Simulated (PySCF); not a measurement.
A TDDFT job was run through a driver script with this input:

```
{"job": {"kind": "uv", "xc": "B3LYP", "basis": "def2-SVPD", "nstates": 8, "ntriplets": 3}, "charge": 0, "multiplicity": 1}
C     -1.890359    -1.722447     0.315113
C     -0.731168    -1.084319     0.427605
N     -0.481799     0.254737     0.206391
C     -1.602484     1.093785    -0.154522
Ge     1.242016     0.895758     0.346904
C      2.503755    -0.041308    -0.863154
Cl     1.894407     0.583009     2.336786
H     -2.803985    -1.241560     0.018808
H     -1.950196    -2.774199     0.526037
H      0.155274    -1.630833     0.734871
H     -2.379417     1.051669     0.613175
H     -1.257374     2.123474    -0.248221
H     -2.035721     0.779231    -1.108426
H      1.093367     2.389592     0.105193
H      3.508209     0.348665    -0.728096
H      2.515721    -1.104810    -0.638086
H      2.212757     0.091585    -1.900287
```

Its output, with some lines taken out ([cut]) and without the SCF cycles:

```
converged SCF energy = -2749.9571169181

Static polarisability (au): isotropic 104.149, principal 92.603 96.267 123.578

Singlet excitations
state   eV       nm        f      main configurations
  1   4.8664    254.8   0.06058   H->L 0.97
  2   5.1834    239.2   0.00211   H->L+1 0.87
[cut]
  4   5.6610    219.0   0.02935   H->L+3 0.77, H->L+5 0.08
[cut]
[cut]
  7   6.3599    194.9   0.23461   H->L+4 0.73, H->L+6 0.13
  8   6.6934    185.2   0.00187   H->L+7 0.86

Triplet excitations (Tamm-Dancoff, eV): 4.1381 4.7818 5.1107
```

The calculation used TDDFT B3LYP/def2-SVPD, vertical, gas phase, core orbitals frozen in the response (PySCF). The structure is a single GFN2-xTB conformer in the gas phase; no vibrational or solvent corrections. Relativistic effects, spin–orbit coupling among them, are left out although an element past zinc is present.

**Question.** What stood in the cut lines?

**Answer.** 
```
  3   5.4641    226.9   0.07340   H->L+2 0.81
  5   5.7968    213.9   0.02294   H->L+5 0.86
  6   6.3004    196.8   0.04233   H->L+6 0.84, H->L+4 0.12
```

**Question.** What transition dipole goes with state 7?

**Answer.** |μ|² = 3f / (2ΔE) = 3 × 0.2346 / (2 × 0.2337) = 1.506 au, so |μ| = 3.12 D.

**Question.** What share of the summed oscillator strength falls to the strongest level in this window?

**Answer.** State 7 at 195 nm: 0.2346 of 0.4672, or 50%.

**Question.** Give the mean polarisability in Å³.

**Answer.** 104.15 au × 0.148185 = 15.43 Å³.

**Question.** Which species is it?

**Answer.** `C=C[N](C)[Ge@H]([CH3])[Cl]` (C4H10ClGeN), point group C1.

H and L stand for HOMO and LUMO.

Conformer computed: `[CH2:1]=[CH:2][N:3]([CH3:4])[Ge@H:5]([CH3:6])[Cl:7]`: C1–C2–N3–C4 2°, C2–N3–Ge5–C6 57°.
